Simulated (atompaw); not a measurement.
## silver (Ag): PAW (atompaw) pseudisation with PBEsol, non-relativistic reference atom.

- Element: Ag
- Generator: atompaw 4.2.0.5
- Type: PAW
- Functional: PBEsol
- Relativity: non-relativistic
- Frozen core: [Kr]
- Valence charge: 11
- Reference configuration: 4d9 5s0 5p0 (charge +2)
- Partial waves: 5s (bound, empty): rc 1.90 bohr; 5s channel at -0.05 Ry: rc 1.90 bohr; 5p (bound, empty): rc 3.00 bohr; 5p channel at -0.1 Ry: rc 3.00 bohr; 4d (bound): rc 1.40 bohr; 4d channel at -1.6 Ry: rc 1.40 bohr
- Local potential: bessel scheme, radius 2.65 bohr
- Core correction: smooth core density matched at 2.40 bohr
- Augmentation charge: besselshape compensation charge, radius 2.95 bohr; PAW radius 3.00 bohr; waves and projectors: custom rrkj gramschmidtortho

All-electron outer shells of the reference configuration (PBEsol, non-relativistic, ld1.x):

| shell | level (eV) | outermost node (bohr) | outermost maximum (bohr) |
| --- | --- | --- | --- |
| 4p | -78.91 | 0.45 | 0.88 |
| 4d | -29.27 | 0.43 | 1.01 |
| 5s | -19.74 | 1.13 | 2.28 |
| 5p | -13.93 | 1.24 | 2.68 |

Calculated quality:

| Property | Result |
| --- | --- |
| Cutoffs needed | 55 Ry and 100 Ry (the cutoffs (Ry, on a coarse ladder) from which the occupation-weighted sum of valence levels, in a spherical-Bessel basis at the reference potential, stays within 10 and 1 mRy of its value at 400 Ry) |
| Ghost test | no extra level below or beside the all-electron valence levels (s, p, d, f tested) (spherical-Bessel basis up to 400 Ry, 20 bohr box) |
| Lowest eigenvalue of the overlap operator | 0.59 (p channel) |
| Overlap eigenvalues printed by atompaw (projector basis) | 0.111, 0.223, 0.331, 1.36, 2.33, 372 |
| Share of each valence orbital outside the PAW sphere | 5s 29 %, 5p 50 %, 4d 1 % |

Generation and tests took about 0.4 s on one core of a shared server CPU.
